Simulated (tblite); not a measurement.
Compound: C2H9NOSi.
Structure used (GFN2-xTB), in Å, numbered top down from 1:
```xyz
14
C2H9NOSi angstrom
N      2.4572   -0.0453   -0.2251
Si     0.8860   -0.6629    0.1046
C     -0.3159    0.7386   -0.3517
C     -1.7510    0.4741    0.0917
O     -2.3355   -0.6384   -0.5433
H      3.2487   -0.6584   -0.1252
H      2.7015    0.8820    0.0828
H      0.7500   -1.8423   -0.7564
H      0.6330   -1.0695    1.5017
H      0.0088    1.6763    0.1014
H     -0.3103    0.8932   -1.4312
H     -2.3967    1.3181   -0.1696
H     -1.7838    0.3475    1.1849
H     -1.7926   -1.4136   -0.3666
```

Calculated harmonic vibrations of the isolated species, GFN2-xTB (tblite), most abundant isotopes, no scaling. This tight-binding method is rough: wavenumbers can miss measured ones by several per cent, in bad cases by 10 to 20. Modes of hydrogen on silicon can be 10 to 20 % off. One conformer, not necessarily the lowest.

Harmonic wavenumbers (cm⁻¹): 33.3, 108.0, 173.2, 212.0, 243.4, 341.7, 440.5, 486.4, 516.8, 587.8, 693.1, 721.2, 776.7, 809.4, 841.8, 911.3, 957.1, 986.7, 1100.8, 1142.5, 1170.8, 1293.0, 1321.2, 1357.7, 1469.9, 1494.7, 1525.5, 2138.1, 2232.9, 2856.8, 2958.1, 2978.9, 2993.9, 3479.1, 3516.4, 3557.3.

A = 10103, B = 1833, C = 1669 MHz; mass 91.045 u (most abundant isotopes); point group C1, symmetry number 1.

Question: What is the zero-point energy?

Answer: ½Σν̃ = 24214 cm⁻¹ = 69.23 kcal/mol.

Question: What is S at 350 K and 1 bar for an ideal gas of classical rigid rotors and harmonic oscillators?

Answer: Translation 40.26, rotation 27.22, vibration 24.60: S = 92.1 cal/(mol K).

Question: And Cp and H(350 K) − H(0)?

Answer: Cp = 33.82 cal/(mol K), of which vibrations give 25.87 (their classical limit is 36 R = 71.5); H(350 K) − H(0) = 7.28 kcal/mol without the zero-point energy, 4.50 from vibrations.

Question: Which modes carry the vibrational entropy at 350 K?

Answer: 33.3 cm⁻¹: 5.94; 108.0 cm⁻¹: 3.62; 173.2 cm⁻¹: 2.70; 212.0 cm⁻¹: 2.32; 243.4 cm⁻¹: 2.07; 341.7 cm⁻¹: 1.47 cal/(mol K); the other 30 give 6.49 together.

Question: Blend soft modes into free rotors: weight 1/[1 + (100 cm⁻¹/ν̃)⁴] for the oscillator and the rest for a rotor with moment μB/(μ + B), μ = h/(8π²ν), B = 10⁻⁴⁴ kg m². What vibrational entropy results?

Answer: 22.49 cal/(mol K) in place of 24.60, which changes −T·S at 350 K by +0.74 kcal/mol.

Hindered rotation and anharmonicity are outside this model. Other conformers, if any are populated, would add a mixing term that is left out. The structure is chiral; the term R ln 2 for an equal mix with its mirror image is left out.

Hardware: an Intel Xeon at 2.50 GHz with one thread, shared host with 64 logical CPUs at a one-minute load of 8.4. Cost: 0.89 s. This covers the Hessian and the dipole derivatives.
